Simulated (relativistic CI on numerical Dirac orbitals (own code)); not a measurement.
Line list: Forbidden lines, In VII

Computed by Dirac-Coulomb-Breit CI, orbitals from a KLI potential per configuration, model QED (radiative potential, 1s self-energy scaled to tabulated hydrogen-like ionisation energies), unscaled Slater integrals (own radial code, finite nucleus).

Configuration list (outside the closed core [Ar] 3d10): 4s2 4p6 4d7, 4s2 4p6 4d6 5s, 4s2 4p6 4d6 4f, 4s2 4p5 4d8, 4s2 4p6 4d6 5p, 4s2 4p6 4d6 5d, 4s2 4p4 4d9, 4s2 4p6 4d6 6s, 4s 4p6 4d8, 4s2 4p6 4d5 5s2, 4s2 4p6 4d6 6p, 4s2 4p6 4d6 5f, 4s2 4p6 4d6 6d, 4s2 4p6 4d6 5g, 4s2 4p6 4d6 6f, 4p6 4d9. Levels of other configurations are missing.

| λ vac (nm) | Lower | Upper | Type | A (s⁻¹) | gf | Branching (%) |
| --- | --- | --- | --- | --- | --- | --- |
| 161.32 | 4s2 4p6 4d7 4F_5/2 [3] | 4s2 4p6 4d7 2D_3/2 [18] | M1 | 2.66e+00 | 4.15e-09 | 3.3 |
| 191.57 | 4s2 4p6 4d7 4P_3/2 [5] | 4s2 4p6 4d7 2D_3/2 [18] | M1 | 6.14e+00 | 1.35e-08 | 7.7 |
| 199.06 | 4s2 4p6 4d7 4P_5/2 [6] | 4s2 4p6 4d7 2D_3/2 [18] | M1 | 1.05e+01 | 2.49e-08 | 13.2 |
| 235.27 | 4s2 4p6 4d7 2G_7/2 [9] | 4s2 4p6 4d7 2D_3/2 [18] | E2 | 9.74e+00 | 3.23e-08 | 12.2 |
| 237.69 | 4s2 4p6 4d7 4P_3/2 [10] | 4s2 4p6 4d7 2D_3/2 [18] | M1 | 8.53e+00 | 2.89e-08 | 10.7 |
| 239.55 | 4s2 4p6 4d7 4F_5/2 [3] | 4s2 4p6 4d7 2F_7/2 [17] | M1 | 1.58e+00 | 1.09e-08 | 7.0 |
| 258.21 | 4s2 4p6 4d7 4F_5/2 [3] | 4s2 4p6 4d7 2F_5/2 [16] | M1 | 1.91e+00 | 1.15e-08 | 14.6 |
| 316.60 | 4s2 4p6 4d7 4F_5/2 [3] | 4s2 4p6 4d7 2D_3/2 [15] | M1 | 2.07e+01 | 1.24e-07 | 38.0 |
| 334.65 | 4s2 4p6 4d7 4F_3/2 [4] | 4s2 4p6 4d7 2D_3/2 [15] | M1 | 4.89e+00 | 3.29e-08 | 9.0 |
| 396.05 | 4s2 4p6 4d7 4F_7/2 [2] | 4s2 4p6 4d7 2D_5/2 [11] | M1 | 3.76e+01 | 5.31e-07 | 79.0 |
| 429.88 | 4s2 4p6 4d7 2F_5/2 [16] | 4s2 4p6 4d7 2D_3/2 [18] | M1 | 5.86e+00 | 6.49e-08 | 7.4 |
| 447.61 | 4s2 4p6 4d7 4F_5/2 [3] | 4s2 4p6 4d7 2D_5/2 [11] | M1 | 1.97e+00 | 3.56e-08 | 4.1 |
| 450.64 | 4s2 4p6 4d7 4F_3/2 [4] | 4s2 4p6 4d7 2P_1/2 [13] | M1 | 1.36e+00 | 8.28e-09 | 9.4 |
| 502.06 | 4s2 4p6 4d7 4F_5/2 [3] | 4s2 4p6 4d7 4P_3/2 [10] | M1 | 7.42e+00 | 1.12e-07 | 26.8 |
| 513.20 | 4s2 4p6 4d7 4F_5/2 [3] | 4s2 4p6 4d7 2G_7/2 [9] | M1 | 3.24e+00 | 1.02e-07 | 26.4 |
| 549.03 | 4s2 4p6 4d7 4F_3/2 [4] | 4s2 4p6 4d7 4P_3/2 [10] | M1 | 5.09e+00 | 9.21e-08 | 18.4 |
| 796.73 | 4s2 4p6 4d7 4P_3/2 [5] | 4s2 4p6 4d7 2D_5/2 [11] | M1 | 4.15e+00 | 2.37e-07 | 8.7 |
| 850.76 | 4s2 4p6 4d7 4F_5/2 [3] | 4s2 4p6 4d7 4P_5/2 [6] | M1 | 5.60e-01 | 3.65e-08 | 17.1 |
| 857.07 | 4s2 4p6 4d7 4P_3/2 [10] | 4s2 4p6 4d7 2D_3/2 [15] | M1 | 1.51e+01 | 6.64e-07 | 27.7 |
| 987.32 | 4s2 4p6 4d7 4P_3/2 [5] | 4s2 4p6 4d7 4P_3/2 [10] | M1 | 7.15e+00 | 4.18e-07 | 25.8 |
| 1021.5 | 4s2 4p6 4d7 4F_5/2 [3] | 4s2 4p6 4d7 4P_3/2 [5] | M1 | 1.71e+00 | 1.07e-07 | 64.4 |
| 1076.9 | 4s2 4p6 4d7 4P_1/2 [8] | 4s2 4p6 4d7 2P_1/2 [13] | M1 | 1.19e+01 | 4.12e-07 | 82.4 |
| 1081.7 | 4s2 4p6 4d7 2D_5/2 [11] | 4s2 4p6 4d7 2D_3/2 [15] | M1 | 1.03e+01 | 7.21e-07 | 18.9 |
| 1224.9 | 4s2 4p6 4d7 4P_5/2 [6] | 4s2 4p6 4d7 4P_3/2 [10] | M1 | 7.41e+00 | 6.67e-07 | 26.7 |
| 1236.8 | 4s2 4p6 4d7 4F_3/2 [4] | 4s2 4p6 4d7 4P_3/2 [5] | M1 | 9.34e-01 | 8.57e-08 | 35.2 |
| 1300.2 | 4s2 4p6 4d7 2P_1/2 [13] | 4s2 4p6 4d7 2D_3/2 [15] | M1 | 1.62e+00 | 1.65e-07 | 3.0 |
| 1812.3 | 4s2 4p6 4d7 4F_9/2 [1] | 4s2 4p6 4d7 4F_7/2 [2] | M1 | 5.50e+00 | 2.17e-06 | 100.0 |
| 2000.1 | 4s2 4p6 4d7 2G_9/2 [7] | 4s2 4p6 4d7 2G_7/2 [9] | M1 | 1.59e+00 | 7.62e-07 | 13.0 |
| 2075.0 | 4s2 4p6 4d7 4P_3/2 [5] | 4s2 4p6 4d7 4P_1/2 [8] | M1 | 3.48e+00 | 4.49e-07 | 86.8 |
| 3438.0 | 4s2 4p6 4d7 4F_7/2 [2] | 4s2 4p6 4d7 4F_5/2 [3] | M1 | 1.33e+00 | 1.41e-06 | 100.0 |

Terms are leading LS components. Brackets give the number of a level in order of energy, since labels repeat. The list gives strong lines, with weight on those to low levels, among the lowest 200 of 2612 levels, so that lines to higher ones, which can be the strongest, are missing, and without 28 lines that miss the measured interval by over 7 %, start from a term whose rates miss tabulated ones by over 60 %, have gauges far apart or, lacking measured levels, span too small a gap for the errors found; lines with a level outside our table were not tested and can miss by more. Levels whose partners in the same complex of configurations lie outside the list can be far off, and so can their lines. Rates are taken at the computed energies, electric ones in the length gauge.

At this charge configurations can still be misplaced by up to about 7 % of their energy. Terms inside the open d or f shell come out 10 to 20 % too wide with unscaled integrals. 22 of the 69 excited levels that our extract of the measured tables holds in this range could be paired (the sources list more); they are missed by 1750 cm⁻¹ on average and 5289 at most, and levels without a partner can miss by more. Some levels of the ground configuration have no partner and can miss by 10 % or more.

LS names give the leading component of a level, which can be under half, so a name can repeat, a term be missing and a line seem to break the LS rules.
